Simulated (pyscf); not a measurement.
PySCF, gas phase, ωB97X-D3(BJ)/def2-SVP geometries.

Estimate the classical barrier height and the reaction energy of H₃Si–Se–Sb(Cl)–Cl → H₃Si–Cl + Cl–Sb=Se at PBE0-D3(BJ)/def2-TZVP. The step runs on the singlet surface, breaks Cl–Sb, Se–Si and forms Cl–Si; take the reactant's lowest minimum found as zero.

ΔE‡ = 31.3 kcal/mol, ΔE = +24.7 kcal/mol. ωB97M-D3(BJ)/def2-TZVP gives 33.0 kcal/mol and +22.4 kcal/mol. Zero-point energy shifts the barrier by -0.2 kcal/mol. It is an elimination, with an imaginary mode of 254i cm⁻¹. On the product side the descent ends in a complex, 7.6 kcal/mol under the separated species and 10.4 kcal/mol under the saddle at ωB97X-D3(BJ)/def2-TZVP. This is the saddle that the search found; another between the same sides may lie lower. Elements up to Kr have no core potential and no relativistic terms here. Elements past Kr carry the def2 core potentials, without spin-orbit coupling.
